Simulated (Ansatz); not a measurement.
CH₄BF₃Si, SMILES `CB[Si](F)(F)F`. Total charge 0; spin multiplicity 1.

```xyz
10

C     1.084    0.767    0.852
B    -0.364    0.508    0.388
Si   -0.831   -0.862   -1.006
F     0.432   -1.599   -1.618
F    -1.597   -0.205   -2.228
F    -1.768   -2.000   -0.425
H     1.873    0.497    0.149
H     1.263    1.756    1.277
H     1.184    0.059    1.699
H    -1.275    1.082    0.912
```

(1) Give the diagnostics of a CCSD(T)/def2-TZVPP run (frozen core, Ansatz 0.2.0). (An estimate is asked.)

Results:

(1) The calculation gave: T1 = 0.0119, largest single amplitude 0.019, largest double 0.026, (T) share of the correlation energy 3.0 %, 9 CCSD cycles. The RHF solution is stable towards an unrestricted one. T1 lies under the customary mark of 0.02 for closed shells.
